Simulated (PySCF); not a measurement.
C2H8ClNSi, SMILES [SiH2]([C@H](C)N)Cl.

Geometry optimised at B3LYP-D3(BJ)/def2-SVP. The structure was generated by enumeration; whether it is a known compound was not checked. Other conformers were not sampled.

All values below come from SMD-PBE0/def2-SVP run with PySCF.

Solvation free energies are E(SMD) − E(gas) at the gas-phase geometry, for 1 M in both phases. In vacuum the dipole moment is 2.17 D.

| solvent | ΔG(solv) (kcal/mol) | its non-electrostatic (CDS) part | dipole (D) |
|---|---|---|---|
| water | -1.4 | 3.2 | 2.81 |
| toluene | -3.2 | -1.1 | 2.46 |
| tetrahydrofuran | -4.1 | -0.3 | 2.68 |
